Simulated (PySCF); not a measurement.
BeCl$_{2}$, singlet, at a GFN2-xTB geometry (such geometries of metal compounds can be far from the true shape), with bond 3-1 at 2.4 times its length; CASSCF(10,8)/def2-SVP run with PySCF.

Input for PySCF:
```python
from pyscf import gto, scf, mcscf
import numpy

mol = gto.Mole()
mol.atom = '''
    Be    0.000000    0.000000    0.000000
    Cl    0.000000    0.000000    1.762967
    Cl    0.000000    0.000000   -4.231121
'''
mol.basis = 'def2-svp'
mol.charge = 0
mol.spin = 0
mol.verbose = 4
mol.build()

mf = scf.RHF(mol)
mf.kernel()
mc = mcscf.CASSCF(mf, 8, 10)
mc.fix_spin_(ss=0.0)
mc.kernel()
occ = numpy.linalg.eigvalsh(mc.fcisolver.make_rdm1(mc.ci, mc.ncas, mc.nelecas))[::-1]
ss = mc.fcisolver.spin_square(mc.ci, mc.ncas, mc.nelecas)[0]
print('natural occupations', occ.round(4), ' <S^2>', round(ss, 4))
```

Task: What does PySCF print? Leave out banner, timings and long lists.

Result: 
```
PySCF version 2.14.0

[INPUT] verbose = 4
[INPUT] num. atoms = 3
[INPUT] num. electrons = 38
[INPUT] charge = 0
[INPUT] spin (= nelec alpha-beta = 2S) = 0
[INPUT] symmetry False subgroup None
[INPUT] Mole.unit = angstrom
[INPUT] Symbol           X                Y                Z      unit          X                Y                Z       unit  Magmom
[...]
nuclear repulsion = 54.4295300879869
number of shells = 21
number of NR pGTOs = 91
number of NR cGTOs = 45
basis = def2-svp
ecp = {}

******** <class 'pyscf.scf.hf.RHF'> ********
method = RHF
initial guess = minao
damping factor = 0
level_shift factor = 0
DIIS = <class 'pyscf.scf.diis.CDIIS'>
diis_start_cycle = 1
diis_space = 8
diis_damp = 0
SCF conv_tol = 1e-09
SCF conv_tol_grad = None
SCF max_cycles = 50
direct_scf = True
direct_scf_tol = 1e-13
Set gradient conv threshold to 3.16228e-05
Initial guess from minao.
init E= -933.233040655671
[...]
cycle= 1 E= -933.131758037162  delta_E= 0.101  |g|= 0.43  |ddm|=  1.7
[...]
cycle= 2 E= -933.106663637721  delta_E= 0.0251  |g|= 0.547  |ddm|= 1.63
[...]
cycle= 3 E= -933.233440060045  delta_E= -0.127  |g|= 0.0831  |ddm|= 1.02
[...]
cycle= 4 E= -933.239227528089  delta_E= -0.00579  |g|= 0.024  |ddm|= 0.198
[...]
cycle= 5 E= -933.239616830968  delta_E= -0.000389  |g|= 0.0119  |ddm|= 0.0594
[...]
cycle= 6 E= -933.239687770678  delta_E= -7.09e-05  |g|= 0.00282  |ddm|= 0.0279
[...]
cycle= 7 E= -933.239691699855  delta_E= -3.93e-06  |g|= 0.000602  |ddm|= 0.00628
[...]
cycle= 8 E= -933.239691949526  delta_E= -2.5e-07  |g|= 0.000124  |ddm|= 0.00177
[...]
cycle= 9 E= -933.23969196816  delta_E= -1.86e-08  |g|= 2.03e-05  |ddm|= 0.000603
[...]
cycle= 10 E= -933.239691968545  delta_E= -3.85e-10  |g|= 3.2e-06  |ddm|= 8.53e-05
[...]
Extra cycle  E= -933.239691968552  delta_E= -7.05e-12  |g|= 1.23e-06  |ddm|= 7.64e-06
converged SCF energy = -933.239691968552

******** <class 'pyscf.mcscf.mc1step.CASSCF'> ********
CAS (5e+5e, 8o), ncore = 14, nvir = 23
max_cycle_macro = 50
max_cycle_micro = 4
conv_tol = 1e-07
conv_tol_grad = None
orbital rotation max_stepsize = 0.02
orbital rotation threshold for CI restart = 0.01
augmented hessian ah_max_cycle = 30
augmented hessian ah_conv_tol = 1e-12
augmented hessian ah_linear dependence = 1e-14
augmented hessian ah_level shift = 1e-08
augmented hessian ah_start_tol = 2.5
augmented hessian ah_start_cycle = 3
augmented hessian ah_grad_trust_region = 3
kf_trust_region = 3
kf_interval = 4
ci_response_space = 4
ci_grad_trust_region = 3
with_dep4 0
natorb = False
canonicalization = True
sorting_mo_energy = False
ao2mo_level = 2
internal_rotation = False
******** <class 'pyscf.fci.addons.SpinPenaltyFCISolver'> ********
max. cycles = 50
conv_tol = 1e-08
davidson only = True
linear dependence = 1e-12
level shift = 0.001
max iter space = 12
nroots = 1
pspace_size = 400
spin = None
CASCI E = -933.300022547522  S^2 = 0.0000000
Set conv_tol_grad to 0.000316228
macro iter   1 ( 21 JK    4 micro), CASSCF E = -933.328700623682  dE = -2.86780762e-02  S^2 = 0.0000000
               |grad[o]|=0.192  |grad[c]|=0.0283  |ddm|=0.101  |maxRot[o]|=0.312
macro iter   2 ( 17 JK    4 micro), CASSCF E = -933.334054352205  dE = -5.35372852e-03  S^2 = 0.0000000
               |grad[o]|=0.0726  |grad[c]|=0.016  |ddm|=0.0199  |maxRot[o]|=0.168
macro iter   3 ( 17 JK    4 micro), CASSCF E = -933.334777488779  dE = -7.23136573e-04  S^2 = 0.0000000
               |grad[o]|=0.0219  |grad[c]|=0.0083  |ddm|=0.00865  |maxRot[o]|=0.106
macro iter   4 (  7 JK    2 micro), CASSCF E = -933.334859084532  dE = -8.15957533e-05  S^2 = 0.0000000
               |grad[o]|=0.00461  |grad[c]|=0.0177  |ddm|=0.00235  |maxRot[o]|=0.0699
macro iter   5 (  7 JK    2 micro), CASSCF E = -933.334880868082  dE = -2.17835496e-05  S^2 = 0.0000000
               |grad[o]|=0.00295  |grad[c]|=0.00922  |ddm|=0.00116  |maxRot[o]|=0.0699
macro iter   6 (  7 JK    2 micro), CASSCF E = -933.334898067923  dE = -1.71998411e-05  S^2 = 0.0000000
[...]
               |grad[o]|=0.0096  |grad[c]|=0.0456  |ddm|=0.00206  |maxRot[o]|=0.114
macro iter  33 ( 17 JK    4 micro), CASSCF E = -933.342451139743  dE = -8.50560421e-04  S^2 = 0.0000000
               |grad[o]|=0.00717  |grad[c]|=0.0252  |ddm|=0.00182  |maxRot[o]|=0.0867
macro iter  34 ( 17 JK    4 micro), CASSCF E = -933.343335073878  dE = -8.83934135e-04  S^2 = 0.0000000
               |grad[o]|=0.00578  |grad[c]|=0.0102  |ddm|=0.00355  |maxRot[o]|=0.0758
macro iter  35 (  7 JK    2 micro), CASSCF E = -933.343783038065  dE = -4.47964187e-04  S^2 = 0.0000000
               |grad[o]|=0.00467  |grad[c]|=0.00255  |ddm|=0.00129  |maxRot[o]|=0.0556
macro iter  36 ( 12 JK    3 micro), CASSCF E = -933.344186751621  dE = -4.03713555e-04  S^2 = 0.0000000
               |grad[o]|=0.00401  |grad[c]|=0.022  |ddm|=0.00258  |maxRot[o]|=0.149
macro iter  37 ( 21 JK    4 micro), CASSCF E = -933.344842765723  dE = -6.56014102e-04  S^2 = 0.0000000
               |grad[o]|=0.0038  |grad[c]|=0.0615  |ddm|=0.00255  |maxRot[o]|=0.261
macro iter  38 ( 17 JK    4 micro), CASSCF E = -933.345359092396  dE = -5.16326673e-04  S^2 = 0.0000000
               |grad[o]|=0.0154  |grad[c]|=0.0366  |ddm|=0.00538  |maxRot[o]|=0.152
macro iter  39 ( 21 JK    4 micro), CASSCF E = -933.345632812197  dE = -2.73719802e-04  S^2 = 0.0000000
               |grad[o]|=0.0087  |grad[c]|=0.00474  |ddm|=0.00213  |maxRot[o]|=0.135
macro iter  40 (  7 JK    2 micro), CASSCF E = -933.346016867054  dE = -3.84054857e-04  S^2 = 0.0000000
               |grad[o]|=0.00655  |grad[c]|=0.00678  |ddm|=0.00128  |maxRot[o]|=0.0689
macro iter  41 (  7 JK    2 micro), CASSCF E = -933.346279766031  dE = -2.62898977e-04  S^2 = 0.0000000
               |grad[o]|=0.00358  |grad[c]|=0.00543  |ddm|=0.00132  |maxRot[o]|=0.0699
macro iter  42 (  7 JK    2 micro), CASSCF E = -933.346483764923  dE = -2.03998892e-04  S^2 = 0.0000000
               |grad[o]|=0.00257  |grad[c]|=0.00472  |ddm|=0.00155  |maxRot[o]|=0.0699
macro iter  43 (  7 JK    2 micro), CASSCF E = -933.346654619451  dE = -1.70854528e-04  S^2 = 0.0000000
               |grad[o]|=0.00171  |grad[c]|=0.00482  |ddm|=0.00172  |maxRot[o]|=0.0699
macro iter  44 (  7 JK    2 micro), CASSCF E = -933.346798344129  dE = -1.43724678e-04  S^2 = 0.0000000
               |grad[o]|=0.00117  |grad[c]|=0.00529  |ddm|=0.0017  |maxRot[o]|=0.0691
macro iter  45 (  5 JK    2 micro), CASSCF E = -933.346854240941  dE = -5.58968122e-05  S^2 = 0.0000000
               |grad[o]|=0.000829  |grad[c]|=0.00351  |ddm|=0.000393  |maxRot[o]|= 0.03
macro iter  46 (  5 JK    2 micro), CASSCF E = -933.346898537812  dE = -4.42968704e-05  S^2 = 0.0000000
               |grad[o]|=0.000625  |grad[c]|=0.00354  |ddm|=0.000354  |maxRot[o]|= 0.03
macro iter  47 (  7 JK    2 micro), CASSCF E = -933.346930837294  dE = -3.22994829e-05  S^2 = 0.0000000
               |grad[o]|=0.000474  |grad[c]|=0.00116  |ddm|=0.000257  |maxRot[o]|=0.0285
macro iter  48 (  4 JK    1 micro), CASSCF E = -933.346937016635  dE = -6.17934097e-06  S^2 = 0.0000000
               |grad[o]|=0.000346  |grad[c]|=0.0035  |ddm|=0.000108  |maxRot[o]|=0.00795
macro iter  49 (  7 JK    2 micro), CASSCF E = -933.346948031956  dE = -1.10153206e-05  S^2 = 0.0000000
               |grad[o]|=0.00216  |grad[c]|=0.0015  |ddm|=0.000155  |maxRot[o]|=0.0221
macro iter  50 (  8 JK    2 micro), CASSCF E = -933.346950217629  dE = -2.18567345e-06  S^2 = 0.0000000
               |grad[o]|=0.00158  |grad[c]|=0.00417  |ddm|=0.00023  |maxRot[o]|=0.0238
1-step CASSCF not converged,  50 macro (515 JK 129 micro) steps
CASSCF canonicalization
Density matrix diagonal elements [1.99315873 1.9887595  1.99756935 1.99269159 1.24832016 0.75175026
 0.01398383 0.01376658]
CASSCF energy = -933.346950217629
CASCI E = -933.346950217629  E(CI) = -34.5537064665289  S^2 = 0.0000000
natural occupations [2.     1.999  1.9877 1.986  1.2877 0.7124 0.0139 0.0132]  <S^2> 0.0
```

Convergence was not reached.
